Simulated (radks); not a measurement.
Question: These are the eigenvalues of the occupied orbitals of an atom or ion with whole-number occupations (hartree). All-electron calculation, Dirac Kohn-Sham, PBEsol, spin-unpolarised, spherical densities, finite nucleus; Fermi nuclear charge, rms radius of each element as measured or else 0.836 A^(1/3) + 0.57 fm. Program: a radial shooting solver on a logarithmic mesh with Libxc functionals.

1s1/2: -2320.204
2s1/2: -395.2683
2p1/2: -377.3935
2p3/2: -336.3541
3s1/2: -90.08527
3p1/2: -82.15915
3p3/2: -73.40819
3d3/2: -59.91646
3d5/2: -58.00552
4s1/2: -18.43840
4p1/2: -15.20803
4p3/2: -13.20706
4d3/2: -7.88576
4d5/2: -7.51919
5s1/2: -2.72705
5p1/2: -1.80858
5p3/2: -1.53577
4f5/2: -0.98517
4f7/2: -0.92627
6s1/2: -0.43033
5d3/2: -0.40769

Which element is it, and in what charge state? The configuration may be excited. Open shells, if any, fill j = l - 1/2 first.

Answer: Z = 71, lutetium, charge +1: Lu+ in [Xe] 4f13 5d1 6s2. The list shows which subshells hold electrons but not how many an open one holds; the 1s level, -2320.2 hartree, gives Z - s = 68.1 by -(Z - s)^2/2, which with screening and relativity narrows Z to a few neighbours, and the depths of the outer levels then fix element, charge and occupations together.
